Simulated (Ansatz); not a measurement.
The cluster Ag3S⁺, relaxed as a quintet with UKS B3LYP-D4/def2-SVP in Ansatz, starting from the B3LYP-D4/def2-SVP geometry of the charge +1 singlet. Force threshold 0.02 eV/Å.

In the def2 sets Ag takes a core potential; there is no spin–orbit coupling. At B3LYP-D4/def2-SVP a singlet of charge 1 lies 4.55 eV below the quintet, each at its own geometry. The structure comes from a short search, and lower isomers may exist.

Start:

Cartesian coordinates in Å:
```
Ag -0.384 1.001 -1.824
Ag 0.460 -2.064 -0.075
Ag 0.760 1.133 1.618
S -0.836 -0.070 0.281
```

| step | energy (eV) | largest force component (eV/Å) | SCF passes |
| --- | --- | --- | --- |
| 1 | -22823.1498 | 1.176 | 70 |
| 2 | -22823.4505 | 0.537 | 32 |
| 3 | -22823.6199 | 0.279 | 36 |
| 4 | -22823.7414 | 0.255 | 34 |
| 5 | -22823.8342 | 0.113 | 33 |
| 6 | -22823.8775 | 0.117 | 35 |
| 7 | -22823.9088 | 0.058 | 36 |
| 8 | -22823.9241 | 0.061 | 38 |
| 9 | -22823.9625 | 0.330 | 49 |
| 10 | -22824.0573 | 0.312 | 35 |
| 11 | -22824.1507 | 0.252 | 32 |
| 13 | -22824.3823 | 0.259 | 32 |
| 15 | -22824.5214 | 0.412 | 33 |
| 17 | -22824.6295 | 0.179 | 31 |
| 19 | -22824.6952 | 0.086 | 30 |
| 21 | -22824.7303 | 0.101 | 30 |
| 23 | -22824.7580 | 0.068 | 32 |
| 25 | -22824.7887 | 0.040 | 32 |
| 27 (rejected) | -22824.7978 | 0.137 | 31 |
| 29 | -22824.8074 | 0.040 | 29 |
| 31 | -22824.8090 | 0.024 | 24 |
| 32 | -22824.8091 | 0.010 | 22 |

Force components are those of the run's own axes.

End:

| atom | x (Å) | y (Å) | z (Å) |
| --- | --- | --- | --- |
| Ag1 | -0.933 | -1.314 | -3.756 |
| Ag2 | -0.292 | -0.404 | -1.172 |
| Ag3 | 0.950 | 1.327 | 3.816 |
| S4 | 0.275 | 0.391 | 1.112 |

Bonds lost: Ag1–S4 (atoms count from 1). Metal–metal contacts that move far: Ag1–Ag2 3.63 to 2.81 Å.

No frequencies were taken in this run, so the end may be a saddle point.

Run time 4.2 min (4 threads of Intel Xeon on a shared host).
